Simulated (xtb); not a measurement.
As2BFH4, SMILES FB([AsH2])[AsH2]. All values are semi-empirical tight-binding results from xtb (GFN2-xTB unless named), good for trends rather than for accurate numbers. Geometry optimised at GFN2-xTB. The structure was generated by enumeration, and PubChem lists no compound with its InChIKey, so it may never have been made.

Computed properties:
| Property | Result |
|---|---|
| point group as xtb finds it | C2 |
| orbital gap | 3.03 eV |
| zero-point energy | 21.7 kcal/mol |
| G − E(el) at 298.15 K (modified RRHO) | 1.3 kcal/mol |
| static polarisability (D4 model) | 76.6 bohr³ |
| solvation energy, GFN2-xTB/ALPB(water) | -2.0 kcal/mol |
| solvation energy, GFN2-xTB/ALPB(chcl3) | -5.4 kcal/mol |
